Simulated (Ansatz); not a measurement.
Ansatz (a first-principles code) input:

Ansatz 0.2 input:
```yaml
crystal:
  periodic: [false, false, false]
  atoms:
    - {symbol: C, position_ang: [-1.78374966, -0.45640197, -0.01709594]}
    - {symbol: Ge, position_ang: [-0.05727277, 0.30278339, -0.05746531]}
    - {symbol: C, position_ang: [1.68113081, -0.74218809, 0.22631117]}
    - {symbol: H, position_ang: [-1.91824256, -1.20853514, -0.80332132]}
    - {symbol: H, position_ang: [-2.01613533, -0.89205841, 0.96175204]}
    - {symbol: H, position_ang: [0.26232115, 1.00478372, -1.43270337]}
    - {symbol: H, position_ang: [0.12655468, 1.44370202, 1.01525860]}
    - {symbol: H, position_ang: [1.66583632, -1.21768933, 1.21129553]}
    - {symbol: H, position_ang: [2.56577643, -0.09808453, 0.15988708]}
    - {symbol: H, position_ang: [1.76233104, -1.52964632, -0.52857002]}
basis:
  gaussian:
    orbitals: 6-31G
total_charge: -1
magnetization: {spin_polarized: false}
correlation: {method: ccsd_t, electrons: outside_noble_gas}
```

Q: Which total energy does the run end on?

A: -2155.00658 Eh (CCSD(T)/6-31G). The basis has 59 functions.

It need not be the lowest isomer of its formula. Whether it binds its extra electron was not tested at this geometry.
